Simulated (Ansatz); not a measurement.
Cartesian coordinates (Å):
SMILES: ClBCl
```xyz
4

Cl     1.5124    -0.7148     0.0017
B     -0.0008     0.1329     0.0002
Cl    -1.5041    -0.7320     0.0019
H     -0.0075     1.3139    -0.0039
```
Charge 0, multiplicity 1.

Level of theory: Ansatz (a program for electronic structure) with frozen-core CCSD(T)/cc-pVQZ // CAM-B3LYP-D3(BJ)/def2-TZVP.

HF energy: -944.39964 Ha
MP2 correlation energy: -0.52039 Ha

Estimate the CCSD correlation energy, the (T) correction, the total energy and the T1 diagnostic.


```json
{
  "CCSD correlation energy": "-0.55392 Ha",
  "(T) correction": "-0.02589 Ha",
  "CCSD(T) total energy": "-944.97946 Ha",
  "T1 diagnostic": "0.011"
}
```
